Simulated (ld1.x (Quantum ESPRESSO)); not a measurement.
## aluminium: excitation energies, all-electron against RRKJ

ld1.x (Quantum ESPRESSO) 7.5 input, shortened:

```
&input
   title='Al', zed=13., rel=0, dft='PZ', iswitch=3,
   config='[Ne] 3s1.75 3p1.25'
 /
 &inputp
   pseudotype=2, tm=.false., rho0=0.005, lloc=0,
   nlcc=.true., new_core_ps=.true., rcore=1.25
 /
2
3P  2  1   1.25   0.00  2.75  2.75  0.0
3S  1  0   1.75   0.00  2.00  2.00  0.0
 &test
   configts(1)='3s1.75 3p1.25'
 /
```

Energies are relative to the spin-unpolarised reference configuration 3s1.75 3p1.25; without spin polarisation the order of configurations can differ from experiment. Spin-polarised rows fill each open shell by Hund’s rule, majority spin first. The frozen-core shift is the all-electron ΔE with the core orbitals held at their reference shape minus the fully relaxed ΔE.

```
   valence configuration  charge  ΔE all-electron (eV)  error AE − PS (meV)  frozen-core shift (meV)
                 3s2 3p1       0                -1.261                 -0.2                     +0.1
                 3s2 3p0      +1                 4.596                 +2.5                     +0.7
                 3s1 3p0      +2                23.938                  +22                      +23
               3s2 3p1.3    -0.3                -1.861                  0.0                     +0.1
               3s2 3p0.5    +0.5                 0.869                 -0.1                      0.0
                 3s0 3p3       0                 9.174                  -15                     +4.3
3s2 3p1 (spin-polarised)       0                -1.397                 +1.3                     +0.2
```

Problem. What are ΔE and the potential's error for 3s1.75 3p1.25 (spin-polarised)?

Solution. ΔE = -0.328 eV all-electron; the error (AE − PS) is +3.8 meV.

Problem. What are ΔE and the potential's error for 3s1 3p2?

Solution. ΔE = 3.861 eV all-electron; the error (AE − PS) is -2.5 meV.
